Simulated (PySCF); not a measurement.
# Partial charges of `[SiH3]P([SiH3])[SiH2]Cl`

Compound: ClH8PSi3.
Z-matrix (Å and degrees, GFN2-xTB geometry), rows numbered from 1:
```
Si
P   1  2.2285
Si  2  2.2291  1  102.65
Si  2  2.2218  1  102.79  3  -106.62
Cl  4  2.0162  2  114.09  1    53.91
H   1  1.4608  2  105.84  3   -68.03
H   1  1.4646  2  112.80  3    52.41
H   1  1.4616  2  106.25  3   173.05
H   3  1.4610  2  106.09  1    69.36
H   3  1.4619  2  106.19  1  -171.69
H   3  1.4644  2  112.64  1   -51.07
H   4  1.4591  2  107.80  1   -65.54
H   4  1.4593  2  107.81  1   173.39
```

Density: PBE0/pcSseg-1 (PySCF); schemes: Mulliken, IAO, Hirshfeld and ESP-fitted. Isolated species at its GFN2-xTB geometry (one conformer only).

Task: What partial charge does each atom carry?

Result: In e:

```csv
atom,environment,Mulliken,IAO,Hirshfeld,ESP-fitted
Si1,SiH3 silicon,+0.342,+0.424,+0.255,+0.295
P2,three-coordinate phosphorus,-0.583,-0.348,-0.123,-0.385
Si3,SiH3 silicon,+0.342,+0.424,+0.256,+0.278
Si4,chlorine-bound silicon,+0.515,+0.613,+0.282,+0.287
Cl5,silicon-bound chlorine,-0.305,-0.313,-0.112,-0.173
H6,Si–H hydrogen,-0.045,-0.094,-0.068,-0.040
H7,Si–H hydrogen,-0.038,-0.107,-0.075,-0.060
H8,Si–H hydrogen,-0.045,-0.094,-0.068,-0.044
H9,Si–H hydrogen,-0.044,-0.094,-0.068,-0.036
H10,Si–H hydrogen,-0.045,-0.094,-0.068,-0.039
H11,Si–H hydrogen,-0.038,-0.107,-0.075,-0.055
H12,Si–H hydrogen,-0.029,-0.104,-0.069,-0.013
H13,Si–H hydrogen,-0.028,-0.104,-0.069,-0.015
```

Mean size of the charges over all atoms: IAO 0.225 e, Mulliken 0.184 e, ESP-fitted 0.132 e, Hirshfeld 0.122 e. Each set sums to the total charge, 0, to within 0.001 e. The Mulliken scheme counts on each atom the diagonal of the density matrix times the overlap matrix over that atom's basis functions. The ESP scheme fits charges at the nuclei, held to the total charge, to the electrostatic potential on points at 1.4 to 2.0 times the van der Waals radii.

Lowest charge. All schemes agree: Mulliken P2 (-0.583); IAO P2 (-0.348); Hirshfeld P2 (-0.123); ESP-fitted P2 (-0.385).

Highest charge. The schemes don't all agree: Mulliken Si4 (+0.515); IAO Si4 (+0.613); Hirshfeld Si4 (+0.282); ESP-fitted Si1 (+0.295).

Task: How closely do the schemes follow one another over all atoms?

Result: Correlation coefficient and root-mean-square difference: Mulliken with ESP-fitted 0.98, 0.094 e; IAO with Hirshfeld 0.98, 0.143 e; IAO with ESP-fitted 0.95, 0.123 e; Mulliken with IAO 0.95, 0.092 e; Hirshfeld with ESP-fitted 0.91, 0.080 e; Mulliken with Hirshfeld 0.88, 0.158 e.

Task: Sum the charges by element, for elements with more than one atom.

Result: 
```
element  atoms  Mulliken     IAO  Hirshfeld  ESP-fitted
     Si      3    +1.199  +1.461     +0.793      +0.861
      H      8    -0.311  -0.799     -0.558      -0.303
```

Task: How many electrons does the ESP-fitted scheme count on Si4?

Result: Z − q = 14 − (+0.287) = 13.713.
